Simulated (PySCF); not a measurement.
How methods differ on the excitation energy of Rh²⁺

Rh²⁺ [Kr] 4d7 (4F) → Rh²⁺ [Kr] 4d6 5p1 (high-spin determinant), as a difference of total energies. All numbers are calculated (PySCF 2.14, a scalar-relativistic core potential, in aug-cc-pVTZ-PP with ECP28MDF). Correlated levels: valence: 4s2 4p6 frozen. The calculations carry no spin-orbit coupling.

| method | excitation energy (eV) |
| --- | --- |
| UHF | 10.565 |
| LDA | 10.915 |
| PBE | 10.968 |
| PBE0 | 11.104 |
| r2SCAN | 10.854 |
| B2PLYP | 11.311 |
| wB97M-V | 11.373 |
| r2SCAN0 | 11.013 |
| M06-L | 11.802 |
| MP2 (valence) | 11.371 |
| SCS-MP2 (valence) | 11.814 |

Problem. How much does correlation contribute at MP2 (valence)?

Solution. 11.371 − (10.565) = 0.806 eV, measured against UHF.

The determinant of the upper state mixes LS terms, which raises its energy above the lowest term, most at the Hartree-Fock and MP2 levels.
